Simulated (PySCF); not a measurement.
OP, SMILES O=[P], multiplicity 2. Atoms are numbered in the order given.

```xyz
2

P      0.0000     0.0000    -0.5126
O      0.0000     0.0000     0.9611
```
Charge 0, spin multiplicity 2.

Geometry optimised at PBE0-D3(BJ)/def2-TZVPD.

Level of theory: SMD-PBE0/def2-SVP in PySCF.

Solvation free energies are E(SMD) − E(gas) at the gas-phase geometry, for 1 M in both phases. In vacuum the dipole moment is 2.02 D.

| solvent | ΔG(solv) (kcal/mol) | its non-electrostatic (CDS) part | dipole (D) |
|---|---|---|---|
| water | -3.3 | 1.4 | 2.77 |
| 2-propanol | -2.8 | 1.2 | 2.62 |
| benzene | [?] | [?] | [?] |

### Question
Fill in the missing entries. (The exact figures need the calculation; the answer reports its results.)

### Answer

- benzene, ΔG(solv) (kcal/mol): -1.4
- benzene, its non-electrostatic (CDS) part: -0.2
- benzene, dipole (D): 2.21
